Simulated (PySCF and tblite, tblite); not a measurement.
One step of a conformer study of C9H8O4, numbered as in [CH2:1]=[CH:2][c:3]1[cH:4][o:5][cH:6][c:7]([C:8](=[O:9])[O:10][CH3:11])[c:12]1=[O:13]: GFN2-xTB geometry optimisation, gas phase (tblite 0.8.0); conformer with 7°, 39°, -1°.

Torsions listed: C1–C2–C3–C4, C6–C7–C8–O10, O9–C8–O10–C11. Of a mirror pair one member is shown.

Input:

```
{"job": {"xc": "GFN2-xTB", "basis": "xTB", "kind": "relax"}, "charge": 0, "multiplicity": 1}
C      4.283300     0.436500     0.397100
C      3.011000     0.845700     0.610600
C      1.825800     0.041700     0.424900
C      1.762900    -1.276600     0.585200
O      0.642700    -2.066000     0.455100
C     -0.521600    -1.446700     0.052400
C     -0.660100    -0.123800    -0.138900
C     -1.941300     0.427200    -0.599200
O     -2.058600     1.376700    -1.350100
O     -2.987200    -0.301900    -0.089200
C     -4.273900     0.176500    -0.487500
C      0.517700     0.732200     0.099900
O      0.445800     1.961400     0.076100
H      5.106400     1.123000     0.559900
H      4.518000    -0.544600     0.038600
H      2.845500     1.867500     0.965500
H      2.609100    -1.896600     0.879200
H     -1.300100    -2.186200    -0.090700
H     -5.026500    -0.453800    -0.008400
H     -4.385000     0.111800    -1.565500
H     -4.422900     1.213000    -0.137200
```

Launched as:

```sh
OMP_NUM_THREADS=1 python ens_run.py task.json out
```

Output (atoms count from 0 there):

```
step      E/eV     max force
  0   -1076.32968    1.982
  1   -1076.44798    2.197
  2   -1076.51852    0.610
  3   -1076.53120    0.470
  4   -1076.54309    0.248
  5   -1076.55501    0.298
  6   -1076.56038    0.182
  7   -1076.56555    0.156
  8   -1076.56917    0.138
  9   -1076.57217    0.151
 10   -1076.57446    0.135
 11   -1076.57646    0.112
 12   -1076.57832    0.106
 13   -1076.57981    0.089
 14   -1076.58081    0.060
 15   -1076.58151    0.056
 16   -1076.58211    0.054
 17   -1076.58261    0.053
 18   -1076.58299    0.049
 19   -1076.58329    0.038
 20   -1076.58329    0.038
 21   -1076.58344    0.029
 22   -1076.58369    0.046
 23   -1076.58377    0.037
...
116   -1076.59414    0.010
117   -1076.59415    0.008
118   -1076.59417    0.009
119   -1076.59418    0.009
120   -1076.59419    0.009
121   -1076.59421    0.013
122   -1076.59423    0.010
123   -1076.59424    0.010
124   -1076.59425    0.010
125   -1076.59426    0.009
126   -1076.59427    0.006
127   -1076.59428    0.005
128   -1076.59428    0.005
129   -1076.59429    0.007
130   -1076.59430    0.006
131   -1076.59430    0.005
132   -1076.59431    0.005
133   -1076.59431    0.007
134   -1076.59432    0.007
135   -1076.59433    0.007
136   -1076.59434    0.007
137   -1076.59435    0.007
138   -1076.59435    0.005
139   -1076.59436    0.007
140   -1076.59437    0.006
141   -1076.59437    0.005
142   -1076.59438    0.004
143   -1076.59438    0.005
144   -1076.59438    0.006
145   -1076.59439    0.004
146   -1076.59439    0.004
147   -1076.59440    0.005
148   -1076.59440    0.005
149   -1076.59440    0.005
150   -1076.59441    0.005
151   -1076.59441    0.005
152   -1076.59442    0.006
153   -1076.59442    0.005
154   -1076.59443    0.005
155   -1076.59443    0.006
156   -1076.59444    0.007
157   -1076.59445    0.006
158   -1076.59446    0.006
159   -1076.59447    0.007
160   -1076.59447    0.009
161   -1076.59448    0.008
162   -1076.59449    0.007
163   -1076.59450    0.006
164   -1076.59450    0.007
165   -1076.59451    0.008
166   -1076.59452    0.006
167   -1076.59453    0.006
168   -1076.59453    0.005
169   -1076.59453    0.004
```

It took 1.2 s on 1 thread of Intel Xeon 6975P-C, shared host (rough), launched as `OMP_NUM_THREADS=1 python ens_run.py task.json out`.
